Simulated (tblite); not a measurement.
Species: C₄H₉AlN₂.
Numbering: `[CH2:1]=[CH:2][C@@H:3]1[CH2:4][NH:5][AlH:6][NH:7]1` (hydrogens: H8, H9 on C1; H10 on C2; H11 on C3; H12, H13 on C4; H14 on N5; H15 on Al6; H16 on N7)

Computed with GFN2-xTB (tblite), gas phase: L-BFGS steps from a force-field or distance-geometry start until the largest atomic force falls under 0.01 eV/Å.

Step 21: E = -545.7608 eV
```
atom  x, y, z in Å  |  force x, y, z in eV/Å
C1      2.2208   -0.9233   -0.4740    0.014   0.024  -0.018
C2      1.0319   -0.3550   -0.4605    0.008  -0.005   0.052
C3      0.0544   -0.3521    0.6705   -0.024  -0.013   0.008
C4     -1.3342   -0.6539    0.0678   -0.030  -0.032  -0.007
N5     -1.7446    0.5199   -0.7013   -0.015   0.060   0.037
Al6    -0.7053    1.8615   -0.1264   -0.070  -0.007   0.059
N7      0.0559    1.0050    1.2425   -0.028  -0.020   0.037
H8      2.8607   -0.8559   -1.3375    0.085  -0.007   0.049
H9      2.6018   -1.4727    0.3733   -0.050  -0.035  -0.070
H10     0.6676    0.2156   -1.3164    0.072  -0.004   0.051
H11     0.3128   -1.1118    1.4158    0.009   0.061  -0.008
H12    -2.0518   -0.8588    0.8727    0.068  -0.120   0.000
H13    -1.2468   -1.5451   -0.5701   -0.080   0.013   0.037
H14    -2.6178    0.3416   -1.1696   -0.091   0.043  -0.143
H15    -0.3287    3.1873   -0.7349    0.002  -0.007  -0.050
H16     0.2157    1.0066    2.2366    0.131   0.047  -0.033
```

Step 22: E = -545.7649 eV
```
atom  x, y, z in Å  |  force x, y, z in eV/Å
C1      2.2228   -0.9232   -0.4735   -0.019   0.017   0.003
C2      1.0327   -0.3550   -0.4582    0.034  -0.012   0.038
C3      0.0503   -0.3525    0.6711    0.038   0.013  -0.017
C4     -1.3365   -0.6559    0.0652   -0.013   0.003   0.010
N5     -1.7508    0.5194   -0.7017    0.154   0.081   0.109
Al6    -0.7139    1.8628   -0.1261   -0.062  -0.146   0.129
N7      0.0494    1.0055    1.2425   -0.069  -0.012  -0.087
H8      2.8655   -0.8494   -1.3364    0.048  -0.017   0.096
H9      2.5995   -1.4821    0.3712   -0.050   0.000  -0.105
H10     0.6745    0.2182   -1.3163    0.058  -0.009   0.096
H11     0.3072   -1.1106    1.4198    0.003   0.070  -0.038
H12    -2.0510   -0.8598    0.8724    0.043  -0.140  -0.007
H13    -1.2417   -1.5497   -0.5689   -0.114   0.047   0.025
H14    -2.6207    0.3488   -1.1718   -0.215  -0.022  -0.196
H15    -0.3282    3.1788   -0.7311    0.019   0.097  -0.097
H16     0.2334    1.0137    2.2303    0.144   0.032   0.044
```

Step 23: E = -545.7704 eV
```
atom  x, y, z in Å  |  force x, y, z in eV/Å
C1      2.2248   -0.9227   -0.4725   -0.030  -0.009   0.023
C2      1.0337   -0.3552   -0.4522    0.063  -0.016   0.002
C3      0.0441   -0.3540    0.6730    0.108   0.044  -0.046
C4     -1.3391   -0.6591    0.0604   -0.007   0.041   0.029
N5     -1.7534    0.5170   -0.7095    0.014   0.005   0.048
Al6    -0.7236    1.8626   -0.1271   -0.051  -0.225   0.162
N7      0.0383    1.0052    1.2415   -0.054   0.005   0.058
H8      2.8717   -0.8389   -1.3339   -0.005  -0.024   0.149
H9      2.5966   -1.4963    0.3656   -0.041   0.029  -0.121
H10     0.6833    0.2237   -1.3102    0.032   0.002   0.121
H11     0.2977   -1.1082    1.4269    0.000   0.057  -0.058
H12    -2.0526   -0.8618    0.8682    0.019  -0.139  -0.018
H13    -1.2360   -1.5576   -0.5663   -0.143   0.083  -0.002
H14    -2.6338    0.3552   -1.1738   -0.035  -0.025  -0.094
H15    -0.3269    3.1731   -0.7249    0.025   0.167  -0.132
H16     0.2675    1.0260    2.2234    0.104   0.006  -0.122
```

Question: Estimate the geometry and energy of step 24. (The exact step hangs on the optimiser's Hessian estimate; all steps are aligned on step 23, rigid shifts and turns removed.)

Answer: E = -545.7778 eV, largest force 0.229 eV/Å
```
atom  x, y, z in Å  |  force x, y, z in eV/Å
C1      2.2282   -0.9217   -0.4726   -0.047  -0.044   0.047
C2      1.0366   -0.3548   -0.4502    0.061  -0.001  -0.025
C3      0.0416   -0.3537    0.6718    0.125   0.061  -0.058
C4     -1.3435   -0.6606    0.0591    0.019   0.068   0.046
N5     -1.7660    0.5198   -0.7035    0.014  -0.029   0.050
Al6    -0.7372    1.8633   -0.1179   -0.022  -0.193   0.121
N7      0.0311    1.0044    1.2439   -0.079   0.027  -0.027
H8      2.8832   -0.8353   -1.3285   -0.053  -0.015   0.158
H9      2.5907   -1.5070    0.3604   -0.007   0.027  -0.084
H10     0.6943    0.2259   -1.3086   -0.006   0.036   0.116
H11     0.2955   -1.1029    1.4300   -0.008   0.020  -0.074
H12    -2.0464   -0.8748    0.8723   -0.031  -0.097  -0.017
H13    -1.2403   -1.5594   -0.5654   -0.128   0.095  -0.056
H14    -2.6381    0.3667   -1.1897    0.032  -0.085  -0.018
H15    -0.3264    3.1652   -0.7294    0.011   0.156  -0.116
H16     0.2891    1.0340    2.2170    0.119  -0.027  -0.066
```

The energy changes by -0.0073 eV. The first-order estimate −F·Δx gives -0.0104 eV and the mean of the old and new forces, exact on a quadratic surface, -0.0073 eV. The step makes an angle of 67° with the force vector and moves no atom by more than 0.024 Å.

What follows is the cost of the whole relaxation. On one thread of an Arm Neoverse N1, on a shared host, this took 1.2 s.
